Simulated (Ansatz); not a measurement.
Geometry optimisation, RKS PBE0/def2-SVP in Ansatz 0.2.0.

Input:

```yaml
crystal:
  periodic: [false, false, false]
  atoms:
    - { symbol: B, position_ang: [0.0, 0.0, 0.0] }
    - { symbol: O, position_ang: [0.0, 0.0, 1.76] }
    - { symbol: H, position_ang: [-0.9095, -0.2814, 2.0971] }
    - { symbol: O, position_ang: [1.2211, 0.0, -0.705] }
    - { symbol: H, position_ang: [1.5209, -0.9519, -0.8599] }
    - { symbol: O, position_ang: [-1.2211, 0.0, -0.705] }
    - { symbol: H, position_ang: [-1.7308, -0.8467, -0.4965] }
    - { symbol: Br, position_ang: [0.1049, 2.2181, 0.7379] }
    - { symbol: H, position_ang: [0.0529, 1.119, 1.7348] }
basis:
  gaussian: { orbitals: def2-SVP }
hamiltonian:
  xc: pbe0
relax:
  f_tol: 0.15
  max_steps: 25
  restrain:
    - { distance: [0, 7], at: 3.24, k: 30.0 }
    - { distance: [8, 1], at: 2.21, k: 30.0 }
    - { distance: [0, 1], at: 1.41, k: 30.0 }
    - { distance: [8, 7], at: 1.55, k: 30.0 }
```

Command:

```bash
$ ansatz run input.yaml --threads 2 --pin off --max-ram 3072MiB --backend cpu --events-out ev --progress --plain --runs-dir out
```

Task: Where does it end, and by what steps?

Result: It converged. The restraints hold the end off the free minimum; the threshold counts their pulls, which the force column leaves out. Restrained pairs: B1–Br8 (2.34 → 3.25 Å), O2–H9 (1.12 → 2.21 Å), B1–O2 (1.76 → 1.39 Å), Br8–H9 (1.48 → 1.50 Å). After 12 steps the energy has fallen by 3.058 eV (the restraints' own energy left out); H5 moved furthest, 0.69 Å.

```csv
step,energy less start (eV),largest force component (eV/Å),accepted
0,0.0000,4.797,yes
1,-0.8655,2.405,yes
2,-1.4467,2.252,yes
3,-1.9628,2.300,yes
4,-2.3680,1.202,yes
5,-2.5861,1.096,yes
6,-2.6802,1.230,yes
7,-2.6640,1.509,yes
8,-2.8944,1.143,yes
9,-3.0208,1.041,yes
10,-3.0528,1.052,yes
11,-3.0315,1.025,no
12,-3.0585,1.035,yes
```

```xyz
9
Properties=species:S:1:pos:R:3
B 0.020 -0.441 0.207
O -0.165 -0.478 1.585
H -1.084 -0.504 1.863
O 1.312 -0.401 -0.198
H 1.368 -0.353 -1.158
O -0.982 -0.504 -0.721
H -1.874 -0.457 -0.369
Br -0.029 2.762 0.751
H 0.471 1.634 1.603
```

The run took 23 s on 2 threads of Intel(R) Xeon(R) 6975P-C (Granite Rapids), with other jobs on the host, peak memory 0.27 GiB.
